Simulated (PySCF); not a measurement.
# Exercise with solution: chemical shift, span and skew from a shielding tensor

pyridine-3-carbonitrile (C₆H₄N₂), SMILES c1ncccc1C#N. Atoms are numbered in the order given.

```xyz
12

N     -0.0077     3.2073     0.0000
C     -0.0196     2.0332     0.0000
C     -0.0230     0.6008     0.0000
C     -1.2318    -0.1307     0.0000
C     -1.1628    -1.5268     0.0000
C      0.1023    -2.1394     0.0000
N      1.2587    -1.4560     0.0000
C      1.1978    -0.1216     0.0000
H     -2.1963     0.3973     0.0000
H     -2.0780    -2.1368     0.0000
H      0.1850    -3.2409     0.0000
H      2.1550     0.4283     0.0000
```
Charge 0, spin multiplicity 1.

Coordinates come from a PBE-D3(BJ)/def2-SVP optimisation.

GIAO shieldings from B3LYP/pcSseg-1 run with PySCF, non-relativistic, no solvent. The symmetric part of the tensor of C8 has the principal values -95.8, 7.4, 133.0 ppm. The same nucleus in TMS has σ = 181.3 ppm at this level (PySCF, at its B3LYP-D3(BJ)/def2-TZVP geometry).

Question: Work out the isotropic shielding, the ¹³C shift against TMS, the span and the skew.

Answer: 
σ(iso) = (σ11 + σ22 + σ33)/3 = 14.9 ppm. δ = σ(ref) − σ(iso) = 181.3 − (14.9) = 166.4 ppm.
Span Ω = σ33 − σ11 = 228.8 ppm. Skew κ = 3(σ(iso) − σ22)/Ω = 0.10. Tumbling in solution averages the tensor to δ; in a static solid the shielding alone would spread this spin-1/2 line over Ω.
